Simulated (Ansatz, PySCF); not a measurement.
Molecule: sum formula HSiO, charge 0, multiplicity 2. It need not be the lowest isomer of its formula. 
Geometry from a B3LYP-D3(BJ)/def2-TZVP (Ansatz, a first-principles code) optimisation:
SMILES: O[Si]
```xyz
3

Si    -0.4756    -0.2396    -0.4065
O      0.7270     0.2681     0.6132
H      0.8420     1.2098     0.7857
```
Charge 0, spin multiplicity 2.

Quantity: atomisation energy (electronic, to ground-state atoms), in eV. Cores are frozen in the correlated levels unless marked. Open shells are spin-unrestricted. Spin-orbit coupling is left out. No relativistic terms. The coupled-cluster limit lacks core correlation, which all-electron functionals hold. CBS(X,Y): correlation extrapolated as X^-3; Hartree-Fock from the larger set.

```csv
level,program,atomisation energy (eV)
PBE-D4/def2-TZVPD,Ansatz + dftd4,10.03
M06-L/def2-TZVPD,PySCF,9.58
TPSSh/def2-TZVPD,PySCF,…
SCS-MP2/aug-cc-pV(D+d)Z,Ansatz,9.13
CCSD/cc-pV(D+d)Z,Ansatz,…
"CCSD(T)/CBS(def2-TZVPPD,def2-QZVPPD)",Ansatz,9.82
```

**Question.** Some entries are withheld; supply them.

**Answer.** 
- TPSSh/def2-TZVPD, atomisation energy (eV): 9.59
- CCSD/cc-pV(D+d)Z, atomisation energy (eV): 8.41
